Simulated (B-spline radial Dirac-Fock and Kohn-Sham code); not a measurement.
Model: relativistic Hartree-Fock (Dirac-Fock) wave functions, averaged over the configuration. Program: an atomic code on a B-spline grid.

Question: This computed X-ray form factor belongs to an atom or ion in its tabulated ground configuration. Which?

```csv
sin θ/λ (Å⁻¹),f₀
0.05,30.972
0.3,30.020
0.35,29.682
0.4,29.300
0.45,28.880
1,22.801
1.4,18.287
3.5,6.185
6,3.576
```

Answer: Yb³⁹⁺, with 31 electrons in [Ar] 3d10 4s2 4p1. f₀ tends to the number of electrons as s goes to zero, which the first rows give only roughly, and the rate of fall reflects the nuclear charge, 70.

Question: This computed X-ray form factor belongs to an atom or ion in its tabulated ground configuration. Which?

```
sin θ/λ (Å⁻¹)      f₀
         0.04  24.891
         0.06  24.755
         0.11  24.194
         0.42  16.612
         0.52  14.058
         0.81   9.063
         1.01   7.382
         1.56   5.309
         3.77   1.520
```

Answer: Zn⁵⁺, with 25 electrons in [Ar] 3d7. f₀ tends to the number of electrons as s goes to zero, which the first rows give only roughly, and the rate of fall reflects the nuclear charge, 30.
